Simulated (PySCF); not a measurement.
# Trend along the halogens: MC cations

PBE0 with triple-zeta basis sets in PySCF, for the lowest determinant that a PBE0 search found; no spin–orbit coupling. De refers to high-spin ground-configuration atoms (the charge goes to the atom of lower measured ionisation energy or higher electron affinity, which is not always the lowest computed limit). A positive dipole points towards C; it is taken about the centre of mass and depends on that origin.

```csv
M,basis,charged atom,state (unpaired electrons),Re (Å),ωe (cm⁻¹),De (eV),μ (D)
F,def2-TZVPPD,C+,singlet (closed shell),1.153,1815,7.98,1.01
Cl,def2-TZVPPD,C+,singlet (closed shell),1.535,1206,6.85,-0.21
Br,cc-pVTZ/cc-pVTZ-PP,C+,singlet (closed shell),1.694,992,6.31,0.36
```

The shortest bond is that of CF⁺ (1.153 Å), the longest that of CBr⁺ (1.694 Å). CF⁺ is bound most strongly (7.98 eV) and CBr⁺ least (6.31 eV).

The rows differ in basis set, which adds steps of its own.

Down a group the atoms grow and get heavier, so bonds lengthen and wavenumbers fall; this series shows no clear exception.

For an ion De counts to the pair picked by the measured ionisation energies or electron affinities, which need not be the lowest pair at this level.
